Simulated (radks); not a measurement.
Question: Charge is removed step by step from the 4p (averaged over the sub-levels emptied) level of Se+, starting from [Ar] 3d10 4s2 4p3. All-electron calculation, Dirac Kohn-Sham, PBE, spin-unpolarised, spherical densities, point nucleus; open shells are shared between the two j in proportion to 2j + 1. Program: a radial shooting solver on a logarithmic mesh with Libxc functionals. At the starting occupation the eigenvalue is -15.409 eV. Estimate the energy to remove one whole electron from this level, the eigenvalue at the end, and how far E(n) bends from a straight line.

Answer: Delta-SCF 20.353 eV; final eigenvalue -25.466 eV; the deviation from the straight line is -1.258 eV at 0.5 electron removed, the largest on the grid computed. Slater's transition state (half an electron removed) gives 20.312 eV. Integrating minus the eigenvalue over the occupation (Janak's theorem) gives 20.353 eV. The mean slope of the eigenvalue, de/dn, is 10.1 eV per electron. Ionisation energy of Se+ in the NIST Atomic Spectra Database: 21.20 eV (measured).

Beside tabulated values, note that spin-unpolarised runs miss the spin-polarisation part of the exchange energy of open shells.
